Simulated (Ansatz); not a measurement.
Basis-set series for C2H3GaTe. Charge 0, multiplicity 1. Te: def2 effective core potential. The bonds changed during the relaxation, so this is another structure than the one it started from. All single points use the PBE0-D4/def2-TZVP geometry.

```xyz
7

Ga   -0.272   -0.900   -1.082
C    -0.523    0.523    0.276
C    -0.031    1.189    1.228
Te    1.714   -0.120    0.761
H     0.077   -0.363   -2.498
H    -0.868   -2.274   -0.671
H    -0.096    1.945    1.986
```

```
functional       basis  functions  energy (Eh)  HOMO (eV)  LUMO (eV)
   PBE0-D4  def2-TZVPP        202  -2270.51048      -5.97      -1.98
   PBE0-D4  def2-QZVPP        375  -2270.56045      -5.99      -2.00
   ωB97M-V  def2-TZVPP        202  -2270.67956      -8.04       0.00
   ωB97M-V  def2-QZVPP        375  -2270.72817      -8.06      -0.08
```

Problem. Give the rows for def2-SVP. (An estimate is asked.)

Solution. The calculation gave: 
| functional | basis | functions | energy (Eh) | HOMO (eV) | LUMO (eV) |
| --- | --- | --- | --- | --- | --- |
| PBE0-D4 | def2-SVP | 101 | -2270.16226 | -5.92 | -1.97 |
| ωB97M-V | def2-SVP | 101 | -2270.32771 | -7.97 | 0.11 |

Scalar relativity is left out up to krypton.

Results of the Gaussian-basis code of Ansatz.
